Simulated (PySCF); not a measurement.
**BaH₂: breathing scan**

These are results of PBE0 in PySCF with Ba x2c-TZVPall, H x2c-TZVPall; spin-free X2C, no spin–orbit coupling; density-fitted integrals, not measurements.

Rigid scan from the singlet minimum (Ba–H 2.255 Å (×2); H–Ba–H 115.1°). Coordinate: all bonds to the central atom scaled together. Energies in kJ/mol from the minimum.

**Question.** Predict the curve at 0.88, 0.92, 0.96, 1.00, 1.04, 1.08, 1.14, 1.22, 1.35.

**Answer.** 
```json
{"scale of all bonds to the centre": "0.88", "E (kJ/mol)": "46.6", "dipole size (D)": "5.69"}
{"scale of all bonds to the centre": "0.92", "E (kJ/mol)": "19.1", "dipole size (D)": "6.13"}
{"scale of all bonds to the centre": "0.96", "E (kJ/mol)": "4.5", "dipole size (D)": "6.53"}
{"scale of all bonds to the centre": "1.00", "E (kJ/mol)": "0.0", "dipole size (D)": "6.91"}
{"scale of all bonds to the centre": "1.04", "E (kJ/mol)": "3.5", "dipole size (D)": "7.26"}
{"scale of all bonds to the centre": "1.08", "E (kJ/mol)": "13.3", "dipole size (D)": "7.59"}
{"scale of all bonds to the centre": "1.14", "E (kJ/mol)": "36.5", "dipole size (D)": "8.05"}
{"scale of all bonds to the centre": "1.22", "E (kJ/mol)": "77.9", "dipole size (D)": "8.61"}
{"scale of all bonds to the centre": "1.35", "E (kJ/mol)": "157.7", "dipole size (D)": "9.39"}
```

Other isomers or separated fragments may lie lower.
